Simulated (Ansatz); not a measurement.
Mulliken charges of C$_{2}$H$_{5}$BO$_{2}$, SMILES `BOC(C)=O` from B3LYP/def2-TZVPP in Ansatz (PBE0-D4/def2-TZVP geometry).

```csv
atom,x (Å),y (Å),z (Å),charge (e)
B1,-0.350,1.777,-0.869,0.060
O2,-0.611,0.582,-0.266,-0.277
C3,0.304,-0.448,-0.242,0.332
C4,0.087,-1.326,0.945,-0.244
O5,1.118,-0.600,-1.097,-0.264
H6,-1.268,2.537,-0.922,0.028
H7,0.746,2.026,-1.270,0.039
H8,0.176,-0.738,1.861,0.105
H9,0.810,-2.137,0.944,0.112
H10,-0.929,-1.724,0.918,0.110
```

Problem. By hand: the dipole of these point charges (1 e Å = 4.8032 D).

Solution. Σ q r = (-0.067, -0.078, 0.327) e Å, of length 0.343 e Å = 1.65 D.

Problem. How does the dipole of the full density compare? (An estimate is asked.)

Solution. Computed: (-0.194, -0.108, 0.426) e Å, 2.31 D; the point charges give 0.71 times that, at 13° from its direction.

Point charges leave out the atoms' own dipoles, such as those of lone pairs, and Mulliken's split depends on the basis, so the two needn't agree.

B3LYP here is the variant with VWN-RPA as its local correlation; programs differ in this.
